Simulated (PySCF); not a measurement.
An unknown is described by computed data only.

Elements present: C, F, H and O. Monoisotopic mass: 132.0387 u.

| Quantity | Value |
| --- | --- |
| Polarisability | 71.7 au [PBE0/def2-SVPD] |
| Dipole | 2.62 D [PBE0/def2-SVPD] |
| UV, first state | lowest singlet excitation: 4.93 eV (252 nm, f = 0.033) [TDDFT PBE0/def2-SVPD] |
| 1H NMR | chemical shifts (computed TMS as zero) by class: 7.00 (1 H), 6.52 (1 H), 6.20 (1 H), 5.02 (1 H), 2.94 (2 H) ppm [GIAO PBE0/pcSseg-1] |
| 13C NMR | chemical shifts (computed TMS as zero) by class: 148.5 (1 C), 147.9 (1 C), 121.2 (1 C), 112.2 (1 C), 107.6 (1 C), 24.5 (1 C) ppm [GIAO PBE0/pcSseg-1] |
| Rotational structure | rotational constants A, B, C: 3.446, 1.114, 0.912 GHz [GFN2-xTB] |
| NMR, other nuclei | isotropic shieldings of nuclei other than C and H, by class: 174 (1 O), 316 (2 F) ppm [GIAO PBE0/pcSseg-1] |

Electronic properties: PySCF, gas phase, density fitting. Levels stand in brackets. NMR shifts are as computed; neighbouring signals can stand in another order in a measured spectrum. One conformer (not necessarily the lowest) at the GFN2-xTB geometry, without solvent, vibrations or thermal averaging. NMR classes are plain means over equivalent atoms (diastereotopic ones count apart unless rotation or inversion swaps them), as if these changed places fast.

**Question.** Which formula fits the mass and the elements?

**Answer.** C6H6F2O (calculated 132.0387). No other formula that holds each of these elements comes within 0.0003 u with a fitting electron parity and a possible valence count.

**Question.** Propose a structure and show how it fits.

**Answer.** Numbering: `[F:1][CH:2]([F:3])[C:4]1=[CH:5][O:6][CH:7]=[CH:8][CH2:9]1`. Its formula, C6H6F2O, gives 3 degrees of unsaturation: 1 ring and 2 π bonds in the structure found. 6 carbons fall into 6 classes; from least to most shielded: vinylic carbon bearing oxygen [C5] (148.5 ppm), vinylic carbon bearing oxygen [C7] (147.9 ppm), CHF2 carbon [C2] (121.2 ppm), fully substituted alkene carbon [C4] (112.2 ppm), alkene CH carbon [C8] (107.6 ppm), allylic carbon [C9] (24.5 ppm). Hydrogen classes from least to most shielded: 1 H on a vinylic carbon bearing oxygen, C5 (7.00 ppm), 1 H on a vinylic carbon bearing oxygen, C7 (6.52 ppm), 1 H on a CHF2 carbon, C2 (6.20 ppm), 1 H on an alkene CH carbon, C8 (5.02 ppm), 2 H on an allylic carbon, C9 (2.94 ppm). The other shieldings belong to: 174 ppm, cyclic ether oxygen [O6]; 316 ppm, fluorine of a CF2 group [F1/F3]. S1 is mainly HOMO→LUMO (weight 0.99); the largest Löwdin shares of the orbital it empties are 0.22 on the cyclic ether oxygen, 0.18 on the alkene CH carbon, 0.17 on the fully substituted alkene carbon and 0.12 on a vinylic carbon bearing oxygen, of the orbital it fills 0.21 on a vinylic carbon bearing oxygen, 0.19 on the fully substituted alkene carbon, 0.15 on the alkene CH carbon and 0.13 on a vinylic carbon bearing oxygen. The optimised geometry has point group C1 and is an asymmetric top. Structure: `FC(F)C1=COC=CC1`. Computed isomers that give other values at the same levels: `FC(F)OC1C=CC=C1` (13C chemical shifts (computed TMS as zero) by class: 142.2 (2 C), 140.9 (2 C), 124.8 (1 C), 85.7 (1 C) ppm); `C/C(=C\CF)C(F)=C=O` (13C chemical shifts (computed TMS as zero) by class: 270.3 (1 C), 133.2 (1 C), 128.5 (1 C), 123.9 (1 C), 87.0 (1 C), 13.1 (1 C) ppm); `CC1=C(F)OC(F)=CC1` (13C chemical shifts (computed TMS as zero) by class: 165.4 (1 C), 160.4 (1 C), 87.9 (1 C), 78.4 (1 C), 31.1 (1 C), 15.3 (1 C) ppm). The assignments are read from this structure; whether some other isomer fits the data as well wasn't checked.

Shape of the structure used: `[F:1][CH:2]([F:3])[C:4]1=[CH:5][O:6][CH:7]=[CH:8][CH2:9]1`: F1–C2–C4–C5 -105°.
